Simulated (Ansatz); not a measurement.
Calculated with Ansatz (gas phase, PBE0-D4/def2-TZVP geometries, no zero-point term in ΔE). CCSD(T)/CBS adds triple-zeta CCSD(T) − MP2 to the extrapolated MP2 energy (def2 sets, frozen cores). This one scheme is used for every species. Functionals use def2-TZVPP. HSE06 is defined as in plane-wave codes. One conformer a species, not always the lowest.

Reaction (silylene loss): `O[Si](F)(F)[SiH3]` → `O[SiH](F)F` + `[SiH2]`

`O[Si](F)(F)[SiH3]`:

```xyz
9

O     1.089    0.720   -1.418
Si    0.764    0.382    0.134
F     1.931   -0.505    0.756
F     0.778    1.718    0.999
Si   -1.292   -0.700    0.274
H     1.902    1.168   -1.660
H    -1.586   -1.002    1.698
H    -1.236   -1.964   -0.504
H    -2.350    0.183   -0.278
```

`O[SiH](F)F`:

Cartesian coordinates in Å:
```
O -0.845 -0.818 -0.487
Si 0.180 0.138 0.314
F -0.163 1.667 0.081
F 1.664 -0.048 -0.208
H -0.937 -0.753 -1.439
H 0.102 -0.186 1.738
```

`[SiH2]`:

Cartesian coordinates in Å:
```
Si 0.445 0.098 0.547
H -1.045 0.341 0.326
H 0.600 -0.439 -0.873
```

Problem. Is it downhill or uphill in electronic energy at CCSD(T)/CBS, and by how much? (Best estimate.)

Solution. Computed: Uphill: ΔE = +2.33 eV.

Problem. What do these levels give: revPBE-D4, r2SCANh-D4, r2SCAN, HSE06, CAM-B3LYP, LC-ωPBE, RPA@PBE/def2-TZVPP, HF/def2-SVP, CCSD/def2-TZVPP, CCSD(T)/def2-TZVPP, MP2/def2-QZVPP, MP2/CBS(def2)? (An estimate is asked.)

Solution. The calculation gave: revPBE-D4 2.46, r2SCANh-D4 2.59, r2SCAN 2.57, HSE06 2.48, CAM-B3LYP 2.31, LC-ωPBE 2.58, RPA@PBE/def2-TZVPP 2.06, HF/def2-SVP 2.04, CCSD/def2-TZVPP 2.20, CCSD(T)/def2-TZVPP 2.25, MP2/def2-QZVPP 2.43, MP2/CBS(def2) 2.46 eV.

Largest T1 diagnostic among the species: 0.014.

The D4 term adds +0.13 eV with B3LYP and +0.07 eV with PBE0; it sums over pairs of atoms, weighted by their polarisabilities, and B3LYP, whose exchange is more repulsive, gets the larger term. From BLYP to BHLYP (50 % exact exchange), in def2-TZVPP and without D4, ΔE moves by +0.16 eV.

B3LYP here is the variant with VWN-RPA as its local correlation; programs differ in this.
